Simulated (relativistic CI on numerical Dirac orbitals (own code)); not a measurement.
# Hyperfine structure of Dy³⁷⁺, mass number 163

Computed by Dirac-Coulomb-Breit CI, orbitals from a KLI potential per configuration, model QED (radiative potential, 1s self-energy scaled to tabulated hydrogen-like ionisation energies), unscaled Slater integrals (own radial code, finite nucleus).

Configurations in the expansion (outside the closed core [Ar]): 3d¹⁰4s, 3d¹⁰4p, 3d¹⁰4d, 3d¹⁰4f, 3d¹⁰5s, 3d¹⁰5p, 3d¹⁰5d, 3d¹⁰5f, 3d¹⁰5g, 3d⁹4p², 3d¹⁰6s, 3d¹⁰6p, 3d¹⁰6d, 3d⁸4s4p², 3d⁹4s², 3d⁹4p4d. Levels of other configurations are missing.

Nuclear spin I = 5/2, μ = 0.671 μN, Q = 2.65 b (tables of Stone and Pyykkö). The electronic factors are computed for point nuclear moments, without core polarisation or the Bohr-Weisskopf and QED corrections.

```json
{"Level": "3d¹⁰4s ²S1/2", "E (eV)": "0.000", "A (GHz)": "256.4", "B (GHz)": ""}
{"Level": "3d¹⁰4p ²P°1/2", "E (eV)": "78.834", "A (GHz)": "79.61", "B (GHz)": ""}
{"Level": "3d¹⁰4p ²P°3/2", "E (eV)": "133.852", "A (GHz)": "10.33", "B (GHz)": "203"}
{"Level": "3d¹⁰4d ²D3/2", "E (eV)": "258.334", "A (GHz)": "5.125", "B (GHz)": "34"}
{"Level": "3d¹⁰4d ²D5/2", "E (eV)": "269.895", "A (GHz)": "2.073", "B (GHz)": "42.8"}
{"Level": "3d¹⁰4f ²F°5/2", "E (eV)": "403.373", "A (GHz)": "1.036", "B (GHz)": "10.6"}
{"Level": "3d¹⁰4f ²F°7/2", "E (eV)": "405.873", "A (GHz)": "0.5672", "B (GHz)": "12.1"}
{"Level": "3d¹⁰5s ²S1/2", "E (eV)": "684.204", "A (GHz)": "118.9", "B (GHz)": ""}
```

Levels with J = 0, under 50 % of one LS term, or S terms without an open s electron are left out. Small factors come from cancelling terms and can be off by tens of per cent or more.

At this charge energies of transitions that change n are usually good to better than 1 %, and those within a shell (Δn = 0) to a few per cent.

**Question.** Give the hyperfine levels of 3d¹⁰4s ²S1/2 relative to its centre of gravity.

**Answer.** With K = F(F + 1) − I(I + 1) − J(J + 1), E = AK/2: F = 2: -448.7, F = 3: 320.5 GHz.

LS names give the leading component of a level, which can be under half, so a name can repeat, a term be missing and a line seem to break the LS rules.
